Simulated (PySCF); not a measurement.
Gas-phase reaction: 3 SiO₂ + 3 HBr + 2 Si₂H₅ → 2 (H₂SiO)₃ + SiHBr₃

Method: PySCF energies plus ideal-gas RRHO corrections (1 bar). † marks an energy on the PBE0/def2-TZVP geometry and frequencies; other levels use their own. MP2 and CCSD(T) freeze the core. 6-31G* has spherical d functions here. Open shells (unrestricted): Si₂H₅ (multiplicity 2); the rest are closed-shell singlets. B3LYP is the form with VWN-RPA correlation. Br: all electrons, no relativistic terms. Si₂H₅, (H₂SiO)₃: computed as isolated molecules; such fragments, hydroxides, amides, oligomers or adducts are transient or little studied in the gas. MP2 isn't extrapolated to the basis-set limit. CCSD(T) isn't extrapolated to the basis-set limit. Warning, large T1 diagnostic: SiO₂ (CCSD(T)/def2-SVP†).

| level | ΔH°(298 K), kJ |
|---|---|
| B3LYP/6-31G* | [?] |
| BLYP/def2-TZVP† | -1875 |
| CCSD(T)/def2-SVP† | [?] |
| MP2/def2-SVP† | -2092 |
| PBE/def2-TZVP† | -1958 |
| PBE0/def2-SVP† | -2140 |
| ωB97M-V/def2-TZVP† | [?] |

Problem. Some entries are withheld; supply them.

Solution. 
- B3LYP/6-31G*, ΔH°(298 K), kJ: -2076
- CCSD(T)/def2-SVP†, ΔH°(298 K), kJ: -2070
- ωB97M-V/def2-TZVP†, ΔH°(298 K), kJ: -2257
